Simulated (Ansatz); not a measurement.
```xyz
6

C     0.0000    0.0000   -0.6653
C     0.0000    0.0000    3.3266
H     0.0000   -0.9311   -1.2403
H     0.0000    0.9311   -1.2403
H     0.0000   -0.9311    3.9016
H     0.0000    0.9311    3.9016
```

Basis set: pcseg-2 (spherical functions). Charge 0, multiplicity 1.

Computed with Ansatz (development build ahead of 0.2.0); each method stands on the lowest determinant of its kind that the runs found.

The atomization energy at this shape (free ground-state atoms in the same class of orbitals less the molecule, no zero-point energy) of singlet C2H4 in separate pieces:

| method | atomization energy |
| --- | --- |
| r²SCAN (unrestricted) | 16.86 eV |
| PBE0 (unrestricted) | 16.55 eV |
| PBE (unrestricted) | 16.63 eV |

(1) What does ωB97X (unrestricted) give?

Results:

(1) 16.25 eV. Caution: the unrestricted determinant is a mixture of spin states.

The shape needn't be a minimum at these levels.
